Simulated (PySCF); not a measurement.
Ionisation energy along the 30-electron series

Calculated with PySCF 2.14 and a two-component X2C-1e Hamiltonian (Gaussian nucleus, no Breit or QED terms), each ion in its own even-tempered basis scaled to its charge; GMP2 freezes [Ne] and drops the highest virtual spinors. Values in eV. NIST values: (m) measured, (s) semi-empirical, (t) theoretical.

```json
{"ion": "Tc¹³⁺", "configuration": "[Ar] 3d10 4s2", "GHF (screened spin-orbit)": "311.15", "GMP2 (screened spin-orbit)": "313.40", "NIST": "311 ± 3 (t)"}
{"ion": "Ru¹⁴⁺", "configuration": "[Ar] 3d10 4s2", "GHF (screened spin-orbit)": "347.64", "GMP2 (screened spin-orbit)": "349.92", "NIST": "348 ± 3 (t)"}
{"ion": "Rh¹⁵⁺", "configuration": "[Ar] 3d10 4s2", "GHF (screened spin-orbit)": "385.92", "GMP2 (screened spin-orbit)": "388.23", "NIST": "389.3 ± 0.5 (t)"}
```

Between Z = 43 and Z = 45 the GMP2 (screened spin-orbit) value grows as Z to the power 4.71.
